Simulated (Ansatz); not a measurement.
`O[SiH2]OP` and `C[SiH2]OP` differ in one atom or group.

Ansatz, PBE0-D4/def2-TZVP geometries, multiplicity 1. Each molecule was computed in one conformer, which needn't be the lowest.

```tsv
property	`O[SiH2]OP`
HOMO–LUMO gap (PBE/def2-TZVPP) / eV	4.78
size of the dipole moment (PBE/def2-TZVPP) / D	1.16
LUMO energy (PBE0/def2-TZVPP) / eV	-0.34
size of the dipole moment (B3LYP/def2-TZVPP) / D	1.32
size of the dipole moment (ωB97M-V/def2-TZVPP) / D	1.36
HOMO energy (B3LYP/def2-TZVPP) / eV	-7.11
```

Q: What does the change do to each property? (An estimate is asked.)

A: Computed: 
```csv
property,`C[SiH2]OP`,shift
HOMO–LUMO gap (PBE/def2-TZVPP) / eV,4.68,-0.10
size of the dipole moment (PBE/def2-TZVPP) / D,0.82,-0.34
LUMO energy (PBE0/def2-TZVPP) / eV,-0.29,0.05
size of the dipole moment (B3LYP/def2-TZVPP) / D,0.79,-0.53
size of the dipole moment (ωB97M-V/def2-TZVPP) / D,0.80,-0.56
HOMO energy (B3LYP/def2-TZVPP) / eV,-6.94,0.17
```

With PBE0 the HOMO rises by 0.17 eV and the LUMO rises by 0.05 eV, so the gap narrows by about 0.12 eV. PBE moves the HOMO by 0.15 eV and ωB97M-V by 0.16 eV. Dipoles are sizes alone; their direction can turn.

B3LYP here is the variant with VWN-RPA as its local correlation; programs differ in this.
